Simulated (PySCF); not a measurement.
Several species in one continuum solvent.

Computed with PySCF at CAM-B3LYP/def2-SVPD, non-relativistic, each on one gas-phase PBE0-D3(BJ)/def2-SVP geometry that isn't relaxed in the solvent. The solvent is an IEF-PCM continuum (cavity from Bondi-type radii × 1.2). The model holds no explicit solvent molecules, cavitation or dispersion. Spin–orbit coupling is left out although an atom past zinc is present.

Problem. Order them by E(solvent) − E(gas) in chloroform (ε = 4.711), most negative first (kcal/mol).
A. `[CH3:1][O:2][c:3]1[cH:4][c:5]([O:6][CH3:7])[se:8][n:9]1` with C1–O2–C3–C4 180°, C4–C5–O6–C7 180°
B. `[CH3:1][CH2:2][c:3]1[s:4][c:5](=[S:6])[s:7][c:8]1[Cl:9]` with C1–C2–C3–S4 -80°
C. `[CH3:1][S:2][GeH:3]1[O:4][CH2:5][CH2:6][O:7]1` with C1–S2–Ge3–O4 -40°, S2–Ge3–O4–C5 131°, Ge3–O4–C5–C6 -29°, O4–C5–C6–O7 39°, C5–C6–O7–Ge3 -30°

Solution. A (-4.4), C (-4.2), B (-3.1).

```csv
SMILES,charge,ΔE (kcal/mol),polarisation term (kcal/mol),HOMO shift (eV),dipole gas (D),dipole solvent (D),atoms,"lowest singlet, gas (eV)","lowest singlet, solvent (eV)"
COc1cc(OC)[se]n1,0,-4.4,-4.9,-0.10,2.04,2.61,16,4.54,4.60
C[S][GeH]1[O]CC[O]1,0,-4.2,-4.6,-0.01,1.60,2.05,15,5.59,5.65
CCc1sc(=S)sc1Cl,0,-3.1,-3.8,0.00,4.26,5.69,14,2.96,3.07
```

The polarisation term is half the interaction of the solute with the induced surface charges. Singlets are vertical TDDFT energies (frozen core, non-equilibrium response), the lowest in each medium.
